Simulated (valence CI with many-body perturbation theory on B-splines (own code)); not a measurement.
E1 line list for Al⁷⁺

Level of theory: valence CI with perturbative core correlation (CI+MBPT): four valence electrons over a frozen Dirac-Fock core [He], a basis of 11 s, 11 p, 10 d, 8 f, 5 g, 2 h functions for each j, with the one-electron correlation potential Σ1 (screened to all orders), the two-electron term Σ2, the three-electron term Σ3, Breit, model QED; selected single and double excitations, second order for the rest, scaled by the run's own slope (own B-spline code, finite nucleus).

No measured levels were compared; by estimate levels hold to about 100 cm⁻¹ or 0.05 % of their energy and the worst to 300 or 400 cm⁻¹, as in measured light ions of charge 2 to 7. Among the levels kept, up to 1500 cm⁻¹ of a level comes from second order outside the variational space, and about a tenth of that is noise between levels of different J, which matters for small intervals.

Lines 51 to 100 of 590 in falling wavelength, among levels below 1879800 cm⁻¹, chosen from the strongest by gf and those to the six lowest levels. Wavelengths and rates use the calculated energies, so an error of 200 cm⁻¹ moves a line at 1783 Å by 0.36 % and its rate by three times that or more. Electric multipoles are in the length gauge, E1 and E2 with the static RPA response of the core. Weak lines are less certain than strong ones. Lines between different terms over intervals too small for the method are left out, as are lines whose strength nearly cancels. Where a level lies close to another of its J and parity, the split of strength between their lines is uncertain. The highest levels of a list are the least certain.

Names give the largest LS component (configuration and term), which can be under half, so a name can repeat, a term be missing and a line seem to break the LS rules; names also repeat where a configuration has a term twice. Letters in brackets count levels of one name in rising energy.

```csv
λ vac (Å),Upper,Lower,A (s⁻¹),log gf,Branch %
1783,2s.2p2.3d 1F_3 [b],2s.2p2.3p 1D°_2 [b],1.08e+08,-0.44,0.0
1772,2s2.2p.3d 1P°_1,2s2.2p.3p 1S_0,1.14e+08,-0.79,0.0
1757,2s2.2p.4p 3D_3,2s.2p2.3p 3P°_2 [d],1.01e+08,-0.49,0.1
1749,2s2.2p.4p 1S_0,2s2.2p.4s 1P°_1,4.87e+08,-0.65,3.4
1687,2s.2p2.3p 1F°_3,2s.2p2.3s 1D_2,2.18e+08,-0.19,0.1
1679,2s.2p2.3p 3D°_3 [a],2s.2p2.3s 3P_2 [a],2.14e+08,-0.20,0.2
1664,2s.2p2.3p 3D°_2 [a],2s.2p2.3s 3P_1 [a],1.77e+08,-0.43,0.1
1661,2s.2p2.3p 3D°_1 [a],2s.2p2.3s 3P_0 [a],1.33e+08,-0.78,0.1
1655,2s.2p2.3d 5P_3,2s.2p2.3p 5S°_2,1.12e+08,-0.49,0.0
1634,2s.2p2.3d 3D_2 [b],2s.2p2.3p 3P°_1 [b],7.73e+07,-0.81,0.0
1630,2s.2p2.3d 3D_3 [b],2s.2p2.3p 3P°_2 [b],1.03e+08,-0.54,0.0
1629,2s.2p2.3d 5P_2,2s.2p2.3p 5S°_2,1.26e+08,-0.60,0.0
1613,2s.2p2.3d 5P_1,2s.2p2.3p 5S°_2,1.41e+08,-0.78,0.0
1578,2s2.2p.4p 3D_3,2s.2p2.3p 3D°_2 [c],6.06e+07,-0.80,0.1
1570,2s2.2p.4p 3P_2,2s.2p2.3p 3P°_2 [d],1.04e+08,-0.72,0.2
1562,2s.2p2.3p 1P°_1 [b],2s.2p2.3s 3P_0 [b],1.95e+08,-0.67,0.1
1551,2s.2p2.3d 3F_4 [b],2s.2p2.3p 3D°_3 [b],1.92e+08,-0.20,0.0
1545,2s.2p2.3d 3F_3 [b],2s.2p2.3p 3D°_2 [b],1.78e+08,-0.35,0.0
1541,2s.2p2.3d 3F_2 [b],2s.2p2.3p 3D°_1 [b],1.70e+08,-0.52,0.0
1535,2s.2p2.3p 1P°_1 [a],2s.2p2.3s 1D_2,2.55e+08,-0.57,0.1
1517,2s.2p2.3p 3D°_1 [c],2s.2p2.3s 1S_0,1.57e+08,-0.79,0.2
1508,2s.2p2.3d 3F_4 [c],2s.2p2.3p 3D°_3 [c],2.18e+08,-0.18,0.2
1494,2p3.3p 5P_1,2p3.3s 5S°_2,3.86e+08,-0.41,0.4
1486,2p3.3p 5P_2,2p3.3s 5S°_2,3.91e+08,-0.19,0.4
1482,2s.2p2.3d 3F_3 [c],2s.2p2.3p 3D°_2 [c],1.48e+08,-0.47,0.1
1475,2p3.3p 5P_3,2p3.3s 5S°_2,3.99e+08,-0.04,0.4
1473,2s.2p2.3p 3D°_3 [c],2s.2p2.3s 3P_2 [b],3.04e+08,-0.16,0.5
1468,2s.2p2.3p 3D°_2 [c],2s.2p2.3s 3P_1 [b],2.77e+08,-0.35,0.4
1453,2s.2p2.3d 1D_2 [d],2s.2p2.3p 1P°_1 [c],1.49e+08,-0.63,0.0
1436,2s.2p2.3d 3D_3 [c],2s.2p2.3p 3P°_2 [c],3.55e+08,-0.11,0.2
1429,2s.2p2.3d 3D_2 [c],2s.2p2.3p 3P°_1 [c],2.54e+08,-0.41,0.2
1429,2s.2p2.3p 5D°_3,2s.2p2.3s 5P_3,1.01e+08,-0.66,22.8
1419,2s.2p2.3p 3P°_1 [a],2s.2p2.3s 3P_2 [a],1.72e+08,-0.81,0.1
1414,2s2.2p.3p 3D_3,2s2.2p.3s 3P°_2,3.65e+08,-0.12,14.9
1414,2s.2p2.3p 5D°_2,2s.2p2.3s 5P_2,2.22e+08,-0.48,48.4
1407,2s2.2p.3p 3D_1,2s2.2p.3s 3P°_0,2.17e+08,-0.71,8.9
1404,2s2.2p.3p 3D_2,2s2.2p.3s 3P°_1,2.97e+08,-0.36,12.1
1401,2s.2p2.3p 3P°_2 [a],2s.2p2.3s 3P_2 [a],3.10e+08,-0.34,0.2
1400,2s.2p2.3p 5D°_1,2s.2p2.3s 5P_1,3.42e+08,-0.52,57.2
1398,2s.2p2.3d 5F_3,2s.2p2.3p 5D°_3,1.02e+08,-0.68,15.6
1392,2s.2p2.3p 5D°_4,2s.2p2.3s 5P_3,4.36e+08,0.06,97.4
1388,2s.2p2.3d 5F_5,2s.2p2.3p 5D°_4,4.05e+08,0.11,100.0
1385,2s.2p2.3p 5D°_3,2s.2p2.3s 5P_2,3.31e+08,-0.18,74.6
1385,2s.2p2.3d 5F_2,2s.2p2.3p 5D°_2,1.51e+08,-0.66,25.5
1382,2s.2p2.3p 3F°_2,2s.2p2.3s 3D_1,2.61e+08,-0.43,0.4
1382,2s.2p2.3p 5D°_2,2s.2p2.3s 5P_1,1.90e+08,-0.56,41.5
1379,2s.2p2.3p 3P°_2 [d],2s.2p2.3s 3P_2 [b],2.85e+08,-0.39,0.3
1378,2s.2p2.3d 5F_4,2s.2p2.3p 5D°_3,3.61e+08,-0.03,66.4
1377,2s.2p2.3d 5F_1,2s.2p2.3p 5D°_1,1.89e+08,-0.79,36.6
1372,2s.2p2.3d 3D_3 [b],2s.2p2.3p 3D°_3 [b],1.56e+08,-0.51,0.0
```

Problem. How does gf follow from A for the line at 1453 Å?

Solution. gf = 1.4992 × (2J+1)_upper × A / σ², with σ = 68838 cm⁻¹ and 2J+1 = 5: gf = 0.235.
